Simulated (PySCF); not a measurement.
Species: sum formula SiHSCl$_{2}$, charge 0, multiplicity 2. It need not be the lowest isomer of its formula. 
Coordinates optimised at B3LYP-D3(BJ)/def2-TZVP (Ansatz):
SMILES: Cl[Si](S)Cl
```xyz
5

S      1.4157    -0.3135     1.3676
Si     0.1035    -0.4378    -0.3232
Cl    -1.7960    -0.5839     0.4709
Cl     0.2312     1.2450    -1.5273
H      2.5013    -0.0934     0.6032
```
Charge 0, spin multiplicity 2.

Dispersion corrections to the total energy (kcal/mol) from the dftd3 and dftd4 libraries through PySCF: D3(BJ) without and D4 with the three-body term, each with the damping fitted for the functional named.

| functional | D3(BJ) | D4 |
|---|---|---|
| B2GP-PLYP | -5.25 | -2.01 |
| HF | … | -14.71 |
| PBE0 | -4.12 | -3.99 |
| r2SCAN | -1.20 | -1.01 |
| BP86 | … | -6.66 |
| B3LYP | … | -7.76 |
| LC-wPBE | -4.89 | -5.34 |

What belongs in the gaps?


- HF, D3(BJ): -35.38
- BP86, D3(BJ): -8.65
- B3LYP, D3(BJ): -8.73
